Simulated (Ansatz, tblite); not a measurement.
Removing an electron: CdCl3⁻. The state is a singlet with charge -1. Geometry: PBE0-D4/def2-SVPD. Ansatz, gas phase; energy differences of separate SCF runs; the oxidised species was run as a doublet alone.

Cartesian coordinates in Å:
```
Cd 0.000 0.000 0.001
Cl -1.158 0.545 -2.055
Cl -0.654 -1.951 1.277
Cl 1.812 1.405 0.778
```

In the def2 sets Cd takes a core potential; there is no spin–orbit coupling. The xTB rows come from tblite. HOMO above LUMO, or a gap near zero within one spin, warns that the state may not be the lowest or that an electron is smeared out. The structure comes from a short search, and lower isomers may exist.

```json
{"level": "GFN1-xTB", "−HOMO (eV)": "8.59", "vertical IE (eV)": "10.51", "−LUMO (eV)": "3.45", "HOMO–LUMO gap (eV)": "5.14", "remarks": "–"}
{"level": "GFN2-xTB", "−HOMO (eV)": "7.42", "vertical IE (eV)": "9.77", "−LUMO (eV)": "2.68", "HOMO–LUMO gap (eV)": "4.75", "remarks": "–"}
{"level": "PBE-D4/def2-TZVPD", "−HOMO (eV)": "2.80", "vertical IE (eV)": "5.36", "−LUMO (eV)": "-1.59", "HOMO–LUMO gap (eV)": "4.39", "remarks": "gap within one spin near zero (doublet)"}
{"level": "r2SCAN-D4/def2-TZVPD", "−HOMO (eV)": "3.11", "vertical IE (eV)": "5.60", "−LUMO (eV)": "-1.88", "HOMO–LUMO gap (eV)": "4.99", "remarks": "gap within one spin near zero (doublet)"}
{"level": "PBE0-D4/def2-TZVPD", "−HOMO (eV)": "4.13", "vertical IE (eV)": "5.92", "−LUMO (eV)": "-2.42", "HOMO–LUMO gap (eV)": "6.55", "remarks": "–"}
```

  Raw xTB energy differences between charge states are shifted by several eV; the methods need an empirical correction for them.
